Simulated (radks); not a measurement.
Q: These are the eigenvalues of the occupied orbitals of an atom or ion with whole-number occupations (hartree). Method: Dirac Kohn-Sham, exchange-only B88, spin-unpolarised, spherical densities, finite nucleus; Fermi nuclear charge, rms radius of each element as measured or else 0.836 A^(1/3) + 0.57 fm; computed with a radial shooting solver on a logarithmic mesh with Libxc functionals.

orbital  eigenvalue
1s1/2     -3325.811
2s1/2     -598.2805
2p1/2     -575.1850
2p3/2     -489.9237
3s1/2     -145.5030
3p1/2     -134.9975
3p3/2     -115.9086
3d3/2     -98.57982
3d5/2     -94.53197
4s1/2     -34.50895
4p1/2     -29.92851
4p3/2     -25.22275
4d3/2     -17.74496
4d5/2     -16.86654
5s1/2      -7.23129
4f5/2      -7.16139
4f7/2      -6.95950
5p1/2      -5.63941
5p3/2      -4.72923
5d3/2      -2.49385
5d5/2      -2.37986
6s1/2      -1.83478

Which element is it, and in what charge state? The configuration may be excited. Open shells, if any, fill j = l - 1/2 first.

A: Z = 83, bismuth, charge +4: Bi4+ in [Xe] 4f14 5d10 6s1. The list shows which subshells hold electrons but not how many an open one holds; the 1s level, -3325.8 hartree, gives Z - s = 81.6 by -(Z - s)^2/2, which with screening and relativity narrows Z to a few neighbours, and the depths of the outer levels then fix element, charge and occupations together.
